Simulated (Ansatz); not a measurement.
Isolated molecules relaxed with PBE0-D4/def2-TZVP in Ansatz; ΔE leaves out vibrations. CCSD(T)/CBS is the MP2 limit (def2-TZVPP, def2-QZVPP) plus CCSD(T) − MP2 in def2-TZVPP, frozen cores. This one scheme is used for every species. Functionals use def2-TZVPP. B3LYP here is the variant with VWN-RPA as its local correlation; programs differ in this. For Ge outer-core shells are correlated without core-valence functions, which leaves a few kJ/mol of doubt a bond. Scalar relativity is left out up to krypton. One conformer a species, not always the lowest.

Reaction (hydrogenolysis of a C–O bond): `N[CH](O)[GeH3]` + H₂ → `N[CH2][GeH3]` + H₂O

`N[CH](O)[GeH3]`:

```xyz
11

N    -0.662    1.400   -0.308
C    -0.587   -0.007   -0.042
O    -1.026   -0.655   -1.224
Ge    1.298   -0.512    0.360
H    -0.234    1.947    0.426
H    -1.625    1.698   -0.417
H    -1.229   -0.337    0.796
H    -1.276   -1.554   -0.999
H     1.340   -2.030    0.624
H     2.193   -0.169   -0.837
H     1.809    0.218    1.621
```

H₂:

Z-matrix (Å, degrees):
```
H
H 1 0.746
```

`N[CH2][GeH3]`:

Cartesian coordinates in Å:
```
N 0.637 -1.397 -0.036
C 0.691 0.022 0.281
Ge -0.927 0.917 -0.387
H -0.132 -1.847 0.444
H 1.485 -1.869 0.255
H 0.812 0.259 1.348
H 1.539 0.471 -0.242
H -2.167 0.185 0.164
H -0.971 0.880 -1.922
H -0.966 2.380 0.093
```

H₂O:

Z-matrix (Å, degrees):
```
O
H 1 0.960
H 1 0.960 2 105.1
```

```tsv
level	ΔE (kJ/mol)	difference from CCSD(T)/CBS
PBE-D4	-92.9	14.3
r2SCAN-D4	-94.7	12.5
PBE0-D4	-102.0	5.2
B3LYP-D4	-98.1	9.1
ωB97X-V	-99.0	8.2
ωB97M-V	-100.7	6.5
B2PLYP	-104.5	2.7
PBE	-96.4	10.8
r2SCAN	-95.6	11.6
PBE0	-105.0	2.2
B3LYP	-103.7	3.5
HF/def2-TZVPP	-117.8	-10.6
MP2/def2-TZVPP	-106.8	0.4
SCS-MP2/def2-TZVPP	-106.5	0.7
CCSD/def2-TZVPP	-109.4	-2.2
CCSD(T)/def2-TZVPP	-104.8	2.4
HF/def2-QZVPP	-118.4	-11.2
MP2/def2-QZVPP	-108.4	-1.2
SCS-MP2/def2-QZVPP	-108.3	-1.1
HF/CBS(def2)	-118.5	-11.3
MP2/CBS(def2)	-109.2	-2.0
CCSD/CBS(def2)	-111.7	-4.5
CCSD(T)/CBS	-107.2	0
```

Largest T1 diagnostic among the species: 0.011.

From PBE to PBE0 (25 % exact exchange), in def2-TZVPP and without D4, ΔE moves by −8.5 kJ/mol. In def2-TZVPP, CCSD(T) changes the Hartree–Fock value by +13.0 kJ/mol (the triples alone add +4.6 kJ/mol) and MP2 by +11.0 kJ/mol. The D4 term adds +5.6 kJ/mol with B3LYP and +3.0 kJ/mol with PBE0; it sums over pairs of atoms, weighted by their polarisabilities, and B3LYP, whose exchange is more repulsive, gets the larger term.
